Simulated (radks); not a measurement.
Valence configurations of the palladium ion Pd+ (all share [Kr]). Calculated with a radial shooting solver on a logarithmic mesh with Libxc functionals: scalar-relativistic Kohn-Sham, r2SCAN, spin-polarised, spherical densities, finite nucleus; open shells are filled with parallel spins first (spin-orbit coupling, left out, can overturn this in heavy ions); meta-GGA in the generalised Kohn-Sham scheme; Fermi nuclear charge, rms radius 4.5318 fm. Energies are relative to 4d9; eigenvalues in eV for spin up.

valence	E (eV)	moment (Bohr magnetons)	e(4d)	e(5p)	e(5s)
4d9	0.000	1	-15.122	-	-
4d8 5p1	9.266	3	-20.488	-8.268	-
4d8 5s1	3.611	3	-19.141	-	-13.304
4d7 5s2	9.885	3	-23.273	-	-14.418
4d7 5p2	20.352	5	-25.731	-10.260	-
4d7.5 5s1.5	6.690	3	-21.201	-	-13.898
4d7.5 5s1 5p0.5	8.575	4	-21.828	-8.614	-14.753
4d8.5 5p0.5	4.418	2	-17.833	-7.133	-
4d8 5s0.5 5p0.5	6.476	3	-19.822	-7.872	-13.489
4d8.5 5s0.5	1.793	2	-17.130	-	-11.992

NIST lists [Kr] 4d9 as the ground configuration; this level of theory agrees among the configurations tried. The energies are those of spherical high-spin densities, not of single terms.
